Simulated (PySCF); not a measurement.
CdCl₂, charge +1, doublet, at a GFN2-xTB geometry (such geometries of metal compounds can be far from the true shape) (a state made from the parent by changing its charge; the spin is typed, not shown lowest) (core potentials on Cd); DF-B3LYP/def2-SVP (PySCF).

PySCF was given this input:
```python
from pyscf import gto, scf, dft

mol = gto.M(
    atom='''
Cd   -0.45611652    0.20968775   -0.35721888
Cl    1.81680333    0.05012491   -0.79008748
Cl   -0.52894491   -0.64218445    1.79870550
''',
    basis='def2-svp',
    ecp={'Cd': 'def2-svp'},
    charge=1,
    spin=1,
    verbose=4,
)

mf = dft.UKS(mol)
mf.xc = 'b3lyp'
mf = mf.density_fit(auxbasis='def2-universal-jkfit')
mf.kernel()
```

Task: Predict the main parts of the log of this PySCF run.

Result: 
```
PySCF version 2.14.0

[INPUT] verbose = 4
[INPUT] num. atoms = 3
[INPUT] num. electrons = 53
[INPUT] charge = 1
[INPUT] spin (= nelec alpha-beta = 2S) = 1
[INPUT] symmetry False subgroup None
[INPUT] Mole.unit = angstrom
[INPUT] Symbol           X                Y                Z      unit          X                Y                Z       unit  Magmom
[INPUT]  1 Cd    -0.456116520000   0.209687750000  -0.357218880000 AA   -0.861935303690   0.396252419176  -0.675045849724 Bohr   0.0
[INPUT]  2 Cl     1.816803330000   0.050124910000  -0.790087480000 AA    3.433260715898   0.094722351918  -1.493048951648 Bohr   0.0
[INPUT]  3 Cl    -0.528944910000  -0.642184450000   1.798705500000 AA   -0.999561014883  -1.213552731954   3.399060773749 Bohr   0.0

nuclear repulsion = 198.094094938437
number of shells = 27
number of NR pGTOs = 129
number of NR cGTOs = 67
basis = def2-svp
ecp = {'Cd': 'def2-svp'}

******** <class 'pyscf.df.df_jk.DFUKS'> ********
method = DFUKS
initial guess = minao
damping factor = 0
level_shift factor = 0
DIIS = <class 'pyscf.scf.diis.CDIIS'>
diis_start_cycle = 1
diis_space = 8
diis_damp = 0
SCF conv_tol = 1e-09
SCF conv_tol_grad = None
SCF max_cycles = 50
direct_scf = False
number electrons alpha = 27  beta = 26
XC library pyscf.dft.libxc version 7.1.2
    S. Lehtola, C. Steigemann, M. J. T. Oliveira, and M. A. L. Marques,  SoftwareX 7, 1–5 (2018)
XC functionals = b3lyp
    P. J. Stephens, F. J. Devlin, C. F. Chabalowski, and M. J. Frisch,  J. Phys. Chem. 98, 11623 (1994)
radial grids:
    Treutler-Ahlrichs [JCP 102, 346 (1995); DOI:10.1063/1.469408] (M4) radial grids

becke partition: Becke, JCP 88, 2547 (1988); DOI:10.1063/1.454033
pruning grids: <function nwchem_prune>
grids dens level: 3
symmetrized grids: False
atomic radii adjust function: <function treutler_atomic_radii_adjust>
small_rho_cutoff = 0
Set gradient conv threshold to 3.16228e-05
tot grids = 60152
******** <class 'pyscf.df.df.DF'> ********
auxbasis = def2-universal-jkfit
init E= -1073.98232189364

cycle= 1 E= -1086.39051196264  delta_E= -12.4  |g|= 1.44  |ddm|= 3.14

cycle= 2 E= -1078.06595713132  delta_E= 8.32  |g|= 4.63  |ddm|= 5.29
cycle= 3 E= -1087.47886929384  delta_E= -9.41  |g|= 0.435  |ddm|= 3.81
cycle= 4 E= -1087.58245565586  delta_E= -0.104  |g|= 0.155  |ddm|= 0.778
cycle= 5 E= -1087.59602323083  delta_E= -0.0136  |g|= 0.0314  |ddm|= 0.275
cycle= 6 E= -1087.5966852405  delta_E= -0.000662  |g|= 0.00736  |ddm|= 0.0553
cycle= 7 E= -1087.59670783963  delta_E= -2.26e-05  |g|= 0.00197  |ddm|= 0.0077
cycle= 8 E= -1087.59670083346  delta_E= 7.01e-06  |g|= 0.00362  |ddm|= 0.00783
cycle= 9 E= -1087.5967112536  delta_E= -1.04e-05  |g|= 0.000453  |ddm|= 0.00598
cycle= 10 E= -1087.59671170797  delta_E= -4.54e-07  |g|= 0.000184  |ddm|= 0.00169
cycle= 11 E= -1087.59671187028  delta_E= -1.62e-07  |g|= 9.8e-05  |ddm|= 0.00109
cycle= 12 E= -1087.59671198986  delta_E= -1.2e-07  |g|= 1.97e-05  |ddm|= 0.0018
cycle= 13 E= -1087.59671199258  delta_E= -2.71e-09  |g|= 6.72e-06  |ddm|= 0.00026
cycle= 14 E= -1087.59671199266  delta_E= -8.09e-11  |g|= 1.65e-06  |ddm|= 3.36e-05
Extra cycle  E= -1087.59671199266  delta_E= -3.64e-12  |g|= 8.39e-07  |ddm|= 6.27e-06
converged SCF energy = -1087.59671199266  <S^2> = 0.75539538  2S+1 = 2.0053881
```
